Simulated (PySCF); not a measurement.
Nb(O)(Cl)2(Me) (CH3Cl2NbO), SMILES [CH3][Nb](=[O])([Cl])[Cl], multiplicity 1. The structure is a stationary point at PBE-D3(BJ)/def2-SVP. The spin state was assumed, not searched. The structure was generated by enumeration; whether it is a known compound was not checked. The def2 effective core potentials stand for the cores of Nb; spin–orbit coupling is left out.

All values below come from PySCF with PBE-D3(BJ)/def2-SVP.

Harmonic wavenumbers (cm⁻¹): 95, 127, 127, 134, 209, 216, 384, 419, 501, 536, 598, 1004, 1118, 1330, 1337, 2949, 3057, 3066. Rotational constants (GHz): 2.380, 1.451, 1.211; symmetry number 1.

Work out the zero-point energy and the ideal-gas rigid-rotor harmonic-oscillator thermochemistry at 298.15 K and 1 atm.

ZPE = ½ Σ hcν = ½ × 17209 cm⁻¹ = 102.93 kJ/mol. H − E(el) = 126.36 kJ/mol. Entropy in J/(mol K): translation 174.50, rotation 120.21, vibration 84.79, total 379.50. G − E(el) = 13.21 kJ/mol. Cp = 111.32 J/(mol K). Modes under 150 cm⁻¹ make the vibrational entropy uncertain.
